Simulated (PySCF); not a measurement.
C6H6S: calculation and literature

Structure with atom numbers: `[SH:1][c:2]1[cH:3][cH:4][cH:5][cH:6][cH:7]1`; H(Xn) means a hydrogen on atom n.

Published estimates (parent shift plus substituent increments) and measurements: δ ¹³C C3/C7 129.2; C4/C6 128.8; C5 125.3; δ ¹H H(C3)/H(C7) 7.26; H(C4)/H(C6) 7.18; H(C5) 7.12 ppm (estimated from measurements, as parent shift plus tabulated substituent increment; solution, not stated per compound (mostly CDCl3 or CCl4); Pretsch, Buehlmann, Badertscher, Structure Determination of Organic Compounds, 4th ed. (2009)).

[PySCF: NMR shieldings at PBE0/pcSseg-1/GIAO; structure optimised with GFN2-xTB; in vacuum; rapidly exchanging positions averaged; a single conformation; non-relativistic Hamiltonian]

Task: Set the calculated values beside the experiment.

Result: 
Reference values: estimated from measurements, as parent shift plus tabulated substituent increment (solution, not stated per compound (mostly CDCl3 or CCl4); Pretsch, Buehlmann, Badertscher, Structure Determination of Organic Compounds, 4th ed. (2009)).
| atoms | quantity | reference | computed | computed, scaled |
| --- | --- | --- | --- | --- |
| C3/C7 | δ ¹³C | 129.2 | 130.9 | 125.8 |
| C4/C6 | δ ¹³C | 128.8 | 134.6 | 129.5 |
| C5 | δ ¹³C | 125.3 | 128.8 | 123.8 |
| H(C3)/H(C7) | δ ¹H | 7.26 | 7.32 | 7.00 |
| H(C4)/H(C6) | δ ¹H | 7.18 | 7.46 | 7.14 |
| H(C5) | δ ¹H | 7.12 | 7.24 | 6.93 |

Computed shifts are σ(ref) − σ with the named reference compound (TMS for H and C) calculated as an isolated molecule at the same level. The measured values may be among those fitted. Empirical linear scaling, fitted to shifts measured mostly in CDCl3 for H and C (δ vs TMS): ¹³C: δ = 180.61 − 0.978σ (rms 2.1 ppm, 210 shifts, 2.3 ppm with the 2 outliers that the fit left out); ¹H: δ = 30.01 − 0.943σ (rms 0.16 ppm, 131 shifts, 0.17 ppm with the 2 outliers that the fit left out). Occasional misses reach two or three times the rms, and more in compound classes unlike the fitted ones. H not on carbon is unscaled (vs computed TMS).

Task: How far are the unscaled ¹³C shifts from the references?

Result: Mean signed difference +3.67 ppm, mean absolute 3.67 ppm over 3 comparisons; the largest is +5.8 ppm at C4/C6 (aromatic CH).

Task: How far are the unscaled ¹H shifts from the references?

Result: Mean signed difference +0.15 ppm, mean absolute 0.15 ppm over 3 comparisons; the largest is +0.28 ppm at H(C4)/H(C6) (hydrogen on an aromatic CH).
